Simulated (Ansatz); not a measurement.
Calculated with Ansatz (gas phase, PBE0-D4/def2-TZVP geometries, no zero-point term in ΔE). CCSD(T)/CBS is the MP2 limit (def2-TZVPP, def2-QZVPP) plus CCSD(T) − MP2 in def2-TZVPP, frozen cores. Functionals use def2-TZVPP. B3LYP here is the variant with VWN-RPA as its local correlation; programs differ in this. HSE06 is defined as in plane-wave codes. One conformer a species, not always the lowest.

`N[SiH2]C[SiH3]` → `C[SiH2]N[SiH3]`  (isomerisation)

`N[SiH2]C[SiH3]`:

Z-matrix (Å, degrees):
```
Si
C 1 1.866
N 1 1.722 2 110.1
H 1 1.495 2 107.2 3 -125.6
H 1 1.488 2 111.2 3 117.2
Si 2 1.871 1 114.7 3 -173.1
H 2 1.096 1 108.9 3 65.6
H 2 1.095 1 108.7 3 -50.9
H 3 1.008 1 119.0 2 158.7
H 3 1.008 1 120.1 2 -59.7
H 6 1.488 2 110.7 1 -58.2
H 6 1.488 2 111.0 1 -178.2
H 6 1.488 2 110.4 1 61.7
```

`C[SiH2]N[SiH3]`:

Z-matrix (Å, degrees):
```
C
Si 1 1.865
H 1 1.094 2 110.6
H 1 1.093 2 110.9 3 120.2
H 1 1.093 2 111.0 3 -119.6
N 2 1.730 1 112.8 3 179.6
H 2 1.491 1 108.4 3 57.3
H 2 1.487 1 110.4 3 -61.8
Si 6 1.724 2 128.4 1 114.8
H 6 1.011 2 115.9 1 -70.0
H 9 1.489 6 109.9 2 -142.1
H 9 1.491 6 113.5 2 97.9
H 9 1.485 6 108.1 2 -22.2
```

| level | ΔE (kJ/mol) | difference from CCSD(T)/CBS |
| --- | --- | --- |
| LDA (SPW92) | -44.4 | 7.9 |
| PBE-D4 | -45.1 | 7.2 |
| revPBE-D4 | -45.9 | 6.4 |
| BLYP-D4 | -53.0 | -0.7 |
| r2SCAN-D4 | -50.6 | 1.7 |
| B97M-V | -52.4 | -0.1 |
| PBE0-D4 | -47.4 | 4.9 |
| B3LYP-D4 | -54.3 | -2.0 |
| r2SCANh-D4 | -50.9 | 1.4 |
| r2SCAN0-D4 | -51.4 | 0.9 |
| BHLYP-D4 | -57.6 | -5.3 |
| CAM-B3LYP-D4 | -55.6 | -3.3 |
| ωB97X-V | -51.5 | 0.8 |
| ωB97M-V | -51.1 | 1.2 |
| B2PLYP | -54.9 | -2.6 |
| PBE-QIDH | -50.8 | 1.5 |
| PBE | -45.1 | 7.2 |
| revPBE | -45.3 | 7.0 |
| BLYP | -53.2 | -0.9 |
| r2SCAN | -50.5 | 1.8 |
| PBE0 | -47.5 | 4.8 |
| B3LYP | -54.5 | -2.2 |
| r2SCANh | -50.9 | 1.4 |
| r2SCAN0 | -51.4 | 0.9 |
| HSE06 | -47.4 | 4.9 |
| BHLYP | -57.9 | -5.6 |
| LC-ωPBE | -49.0 | 3.3 |
| RPA@PBE/def2-TZVPP | -52.5 | -0.2 |
| HF/def2-SVP | -61.1 | -8.8 |
| CCSD/def2-SVP | -54.2 | -1.9 |
| HF/def2-TZVPP | -63.0 | -10.7 |
| MP2/def2-TZVPP | -53.2 | -0.9 |
| CCSD/def2-TZVPP | -53.6 | -1.3 |
| CCSD(T)/def2-TZVPP | -52.2 | 0.1 |
| HF/def2-QZVPP | -63.8 | -11.5 |
| MP2/def2-QZVPP | -53.5 | -1.2 |
| SCS-MP2/def2-QZVPP | -56.0 | -3.7 |
| HF/CBS(def2) | -63.9 | -11.6 |
| MP2/CBS(def2) | -53.3 | -1.0 |
| CCSD/CBS(def2) | -53.7 | -1.4 |
| CCSD(T)/CBS | -52.3 | 0 |

Largest T1 diagnostic among the species: 0.010.

Leaving LDA and LC-ωPBE aside and taking each functional with its dispersion term where it has one, the values spread over 12.6 kJ/mol, from BHLYP-D4 to PBE-D4. From BLYP to BHLYP (50 % exact exchange), in def2-TZVPP and without D4, ΔE moves by −4.7 kJ/mol. In def2-TZVPP, CCSD(T) changes the Hartree–Fock value by +10.7 kJ/mol (the triples alone add +1.4 kJ/mol) and MP2 by +9.8 kJ/mol.

CCSD(T)/CBS has its own doubt, a few kJ/mol and more with outer-core shells, so smaller differences from it don't rank the levels.
